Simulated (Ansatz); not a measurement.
`[SiH3]BCl` + `B[SiH2]N` → `B[SiH2]N[SiH3]` + `BCl` at 600 K and 1 bar (cleavage of the Si–B bond).

Isolated molecules relaxed with PBE0-D4/def2-TZVP in Ansatz; ΔE leaves out vibrations. CBS: MP2 limit from def2 TZ/QZ plus the TZ coupled-cluster correction, frozen cores. This one scheme is used for every species. Each species was taken in one conformer, which may not be the lowest.

```csv
species,CCSD(T)/CBS energy (Eh),H − E (kJ/mol),S (J/(mol·K))
`[SiH3]BCl`,-776.06195,143.9,376.1
`B[SiH2]N`,-372.16627,216.6,383.8
`B[SiH2]N[SiH3]`,-662.46710,276.0,475.6
`BCl`,-485.78909,80.5,267.8
```

H − E and S are ideal-gas, rigid-rotor, harmonic terms from PBE0-D4/def2-TZVP, for one conformer and one mirror image of each species. 1 Eh = 2625.50 kJ/mol, R = 8.31446 J/(mol·K).

Question: By hand: ΔE, ΔH, ΔS and ΔG.

Answer: ΔE = (-662.46710) + (-485.78909) − (-776.06195) − (-372.16627) = -0.02797 Eh = -73.4 kJ/mol. Δ(H − E) = 276.0 + 80.5 − 143.9 − 216.6 = -4.0, so ΔH = -77.4 kJ/mol. ΔS = 475.6 + 267.8 − 376.1 − 383.8 = -16.5 J/(mol·K). ΔG = -77.4 − 600 × (-16.5)/1000 = -67.5 kJ/mol.

Question: By hand: the equilibrium constant, and the temperature at which ΔG would vanish if ΔH and ΔS stayed fixed.

Answer: log₁₀ K = −ΔG/(RT ln 10) = 5.9. ΔG = 0 at ΔH/ΔS = 4691 K, far beyond where these terms or the molecules hold.

ΔH outweighs TΔS. A doubt of 5 kJ/mol in ΔE shifts log₁₀ K by 0.4 here. Other conformers and mirror images would add mixing entropy, several J/(mol·K) or more a flexible species. Modes under 60 cm⁻¹, often nearly free rotors, make the harmonic entropy too high. These are equilibria of isolated gas molecules and say nothing of rates. Largest T1 diagnostic: 0.014 (customary marks: 0.02 for closed shells, 0.045 for open ones).
